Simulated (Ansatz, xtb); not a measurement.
C7H9P: which of two isomers lies lower

We compare X, `CC1=CP=CC(C)=C1`, a singlet, with Y, `CC1=C(C)C=PC=C1`, a singlet. Both are isolated molecules in the gas phase, relaxed with PBE-D3(BJ)/def2-SVP.

Quicker runs give these differences E(Y) − E(X): GFN2-xTB +0.030 eV; HF/STO-3G +0.023 eV (at GFN2-xTB geometries); r2SCAN-D4/def2-SVP −0.013 eV (at GFN2-xTB geometries).

Question: Estimate E(Y) − E(X) at the level CCSD(T)/def2-SVP + ΔMP2/def2-TZVPP.

Answer: Too close to call at this level: CCSD(T)/def2-SVP + ΔMP2/def2-TZVPP gives E(Y) − E(X) = +0.004 eV.

How the difference moves with the method:

| level | geometry | E(Y) − E(X) (eV) | departure from the last row (eV) | job, with rough time for the two |
| --- | --- | --- | --- | --- |
| GFN2-xTB | GFN2-xTB | +0.030 | +0.026 | optimisation, 0.15 s |
| HF/STO-3G | GFN2-xTB | +0.023 | +0.018 | single point, 0.54 s |
| r2SCAN-D4/def2-SVP | GFN2-xTB | −0.013 | −0.017 | single point, 5.7 s |
| PBE-D3(BJ)/def2-SVP | PBE-D3(BJ)/def2-SVP | −0.018 | −0.022 | optimisation, 17 s |
| HF/def2-SVP | PBE-D3(BJ)/def2-SVP | +0.053 | +0.048 | part of the CCSD(T) run |
| MP2/def2-SVP | PBE-D3(BJ)/def2-SVP | −0.001 | −0.006 | part of the CCSD(T) run |
| CCSD(T)/def2-SVP | PBE-D3(BJ)/def2-SVP | +0.007 | +0.003 | single point |
| CCSD(T)/def2-SVP + ΔMP2/def2-TZVPP | PBE-D3(BJ)/def2-SVP | +0.004 |  | single point, 2.2 min |

As drawn, both hold the same kinds of bond in the same numbers.

The largest departure from CCSD(T)/def2-SVP + ΔMP2/def2-TZVPP is that of HF/def2-SVP, 0.048 eV. A small imaginary or near-zero mode remains, so no thermal terms are given. The last row adds to CCSD(T) the change of the MP2 difference between the two basis sets, here −0.003 eV.

The correlated steps freeze 12 core orbitals. Run with Ansatz 0.2.0, xtb 6.7.1; the last row on 4 threads of Arm Neoverse V1 on a shared host.
